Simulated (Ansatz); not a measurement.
Harmonic vibrations of CH$_{3}$FSn (`[CH3][Sn][F]`) by finite differences.

```yaml
crystal:
  periodic: [false, false, false]
  atoms:
    - {symbol: C, position_ang: [-0.389799, 0.421217, -0.282863]}
    - {symbol: Sn, position_ang: [0.257138, -0.620491, 1.513588]}
    - {symbol: F, position_ang: [1.621583, -1.634137, 0.554098]}
    - {symbol: H, position_ang: [-0.684907, -0.317774, -1.033906]}
    - {symbol: H, position_ang: [0.458083, 0.979387, -0.691897]}
    - {symbol: H, position_ang: [-1.219998, 1.107698, -0.105220]}
basis:
  gaussian: {orbitals: def2-TZVP}
hamiltonian: {xc: pbe0, dispersion: d4}
phonons: {temperatures: {t_min: 298.15, t_max: 900, t_step: 200}}
```

```sh
$ ansatz run in.yaml --threads 2 --pin off --events-out ev --progress --plain
```

Output, abridged:

```
Functional definition: PBE0
mean field -9633.03870198 eV, -354.0076427896 hartree, gradient 4.6e-5 eV, S^2 0.000000; 0 other end points of the search recorded, 0 dependent functions left out
mean field -9633.03854971 eV, -354.0076371937 hartree, gradient 1.5e-6 eV, S^2 0.000000; 0 other end points of the search recorded, 0 dependent functions left out
mean field -9633.03856229 eV, -354.0076376560 hartree, gradient 1.6e-6 eV, S^2 0.000000; 0 other end points of the search recorded, 0 dependent functions left out
mean field -9633.03857348 eV, -354.0076380672 hartree, gradient 1.6e-6 eV, S^2 0.000000; 0 other end points of the search recorded, 0 dependent functions left out
mean field -9633.03855821 eV, -354.0076375061 hartree, gradient 1.5e-6 eV, S^2 0.000000; 0 other end points of the search recorded, 0 dependent functions left out
mean field -9633.03858761 eV, -354.0076385865 hartree, gradient 1.5e-6 eV, S^2 0.000000; 0 other end points of the search recorded, 0 dependent functions left out
mean field -9633.03860325 eV, -354.0076391614 hartree, gradient 1.6e-6 eV, S^2 0.000000; 0 other end points of the search recorded, 0 dependent functions left out
mean field -9633.03866546 eV, -354.0076414475 hartree, gradient 1.6e-6 eV, S^2 0.000000; 0 other end points of the search recorded, 0 dependent functions left out
mean field -9633.03866916 eV, -354.0076415834 hartree, gradient 1.5e-6 eV, S^2 0.000000; 0 other end points of the search recorded, 0 dependent functions left out
mean field -9633.03867403 eV, -354.0076417624 hartree, gradient 1.5e-6 eV, S^2 0.000000; 0 other end points of the search recorded, 0 dependent functions left out
mean field -9633.03867918 eV, -354.0076419517 hartree, gradient 1.6e-6 eV, S^2 0.000000; 0 other end points of the search recorded, 0 dependent functions left out
mean field -9633.03866319 eV, -354.0076413641 hartree, gradient 1.5e-6 eV, S^2 0.000000; 0 other end points of the search recorded, 0 dependent functions left out
mean field -9633.03863991 eV, -354.0076405084 hartree, gradient 1.6e-6 eV, S^2 0.000000; 0 other end points of the search recorded, 0 dependent functions left out
mean field -9633.03868388 eV, -354.0076421245 hartree, gradient 1.5e-6 eV, S^2 0.000000; 0 other end points of the search recorded, 0 dependent functions left out
mean field -9633.03865821 eV, -354.0076411812 hartree, gradient 1.6e-6 eV, S^2 0.000000; 0 other end points of the search recorded, 0 dependent functions left out
mean field -9633.03867324 eV, -354.0076417335 hartree, gradient 1.6e-6 eV, S^2 0.000000; 0 other end points of the search recorded, 0 dependent functions left out
mean field -9633.03869483 eV, -354.0076425267 hartree, gradient 1.5e-6 eV, S^2 0.000000; 0 other end points of the search recorded, 0 dependent functions left out
mean field -9633.03868562 eV, -354.0076421885 hartree, gradient 1.6e-6 eV, S^2 0.000000; 0 other end points of the search recorded, 0 dependent functions left out
mean field -9633.03868398 eV, -354.0076421283 hartree, gradient 1.5e-6 eV, S^2 0.000000; 0 other end points of the search recorded, 0 dependent functions left out
mean field -9633.03867760 eV, -354.0076418936 hartree, gradient 1.5e-6 eV, S^2 0.000000; 0 other end points of the search recorded, 0 dependent functions left out
mean field -9633.03868862 eV, -354.0076422987 hartree, gradient 1.5e-6 eV, S^2 0.000000; 0 other end points of the search recorded, 0 dependent functions left out
mean field -9633.03865022 eV, -354.0076408876 hartree, gradient 1.6e-6 eV, S^2 0.000000; 0 other end points of the search recorded, 0 dependent functions left out
mean field -9633.03864812 eV, -354.0076408103 hartree, gradient 1.6e-6 eV, S^2 0.000000; 0 other end points of the search recorded, 0 dependent functions left out
mean field -9633.03864883 eV, -354.0076408364 hartree, gradient 1.6e-6 eV, S^2 0.000000; 0 other end points of the search recorded, 0 dependent functions left out
mean field -9633.03864952 eV, -354.0076408617 hartree, gradient 1.5e-6 eV, S^2 0.000000; 0 other end points of the search recorded, 0 dependent functions left out
mean field -9633.03863447 eV, -354.0076403087 hartree, gradient 1.5e-6 eV, S^2 0.000000; 0 other end points of the search recorded, 0 dependent functions left out
mean field -9633.03863671 eV, -354.0076403910 hartree, gradient 1.6e-6 eV, S^2 0.000000; 0 other end points of the search recorded, 0 dependent functions left out
mean field -9633.03867130 eV, -354.0076416622 hartree, gradient 1.5e-6 eV, S^2 0.000000; 0 other end points of the search recorded, 0 dependent functions left out
mean field -9633.03866182 eV, -354.0076413136 hartree, gradient 1.6e-6 eV, S^2 0.000000; 0 other end points of the search recorded, 0 dependent functions left out
mean field -9633.03867943 eV, -354.0076419610 hartree, gradient 1.6e-6 eV, S^2 0.000000; 0 other end points of the search recorded, 0 dependent functions left out
mean field -9633.03867964 eV, -354.0076419685 hartree, gradient 1.5e-6 eV, S^2 0.000000; 0 other end points of the search recorded, 0 dependent functions left out
mean field -9633.03863801 eV, -354.0076404388 hartree, gradient 1.6e-6 eV, S^2 0.000000; 0 other end points of the search recorded, 0 dependent functions left out
mean field -9633.03863413 eV, -354.0076402960 hartree, gradient 1.5e-6 eV, S^2 0.000000; 0 other end points of the search recorded, 0 dependent functions left out
mean field -9633.03865328 eV, -354.0076409998 hartree, gradient 1.5e-6 eV, S^2 0.000000; 0 other end points of the search recorded, 0 dependent functions left out
mean field -9633.03865342 eV, -354.0076410049 hartree, gradient 1.6e-6 eV, S^2 0.000000; 0 other end points of the search recorded, 0 dependent functions left out
mean field -9633.03868483 eV, -354.0076421594 hartree, gradient 1.6e-6 eV, S^2 0.000000; 0 other end points of the search recorded, 0 dependent functions left out
mean field -9633.03869320 eV, -354.0076424670 hartree, gradient 1.5e-6 eV, S^2 0.000000; 0 other end points of the search recorded, 0 dependent functions left out
Total energy: -9633.12086320 eV, -354.0106621589 hartree
Atom 0 at    -0.389799     0.421217    -0.282863 Å, force     0.000190    -0.000212    -0.000059 eV/Å
Atom 1 at     0.257138    -0.620491     1.513588 Å, force    -0.000890     0.000198     0.000337 eV/Å
Atom 2 at     1.621583    -1.634137     0.554098 Å, force     0.000757    -0.000114    -0.000446 eV/Å
Atom 3 at    -0.684907    -0.317774    -1.033906 Å, force    -0.001652    -0.000565     0.000386 eV/Å
Atom 4 at     0.458083     0.979387    -0.691897 Å, force     0.000420     0.001277     0.000552 eV/Å
Atom 5 at    -1.219998     1.107698    -0.105220 Å, force     0.001175    -0.000585    -0.000769 eV/Å
Dipole moment:    -0.413757     0.323156     0.228787 e Å
Vibrations: 49.02 174.89 492.06 547.28 574.46 675.75 1186.36 1427.31 1430.31 3034.63 3120.96 3143.30 cm⁻¹, zero-point energy 0.982967 eV
```

Run time 45 s (2 threads of a server CPU on a shared host); peak host memory 0.24 GiB.
